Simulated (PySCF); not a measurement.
## Be²⁺ (beryllium, charge +2) across methods

1s2, closed-shell 1S. Calculation: PySCF 2.14, in aug-cc-pVQZ-DK (6s5p4d3f2g, 80 functions); scalar relativity by spin-free X2C-1e.

```
method  E (hartree)  mean ε 1s (eV)  Σ⟨r²⟩ (bohr²)   ⟨S²⟩
  BLYP     -13.6518         -132.61         0.4727  0.000
   UHF    -13.61362         -154.23         0.4635  0.000
r2SCAN     -13.6598         -134.49         0.4671  0.000
   PBE     -13.6214         -132.19         0.4725  0.000
   LDA     -13.4466         -130.74         0.4794  0.000
 HSE06     -13.6335         -137.50         0.4696  0.000
  PBE0     -13.6308         -137.91         0.4696  0.000
  BP86     -13.6509         -132.42         0.4695  0.000
   M06     -13.6723         -138.14         0.4672  0.000
```
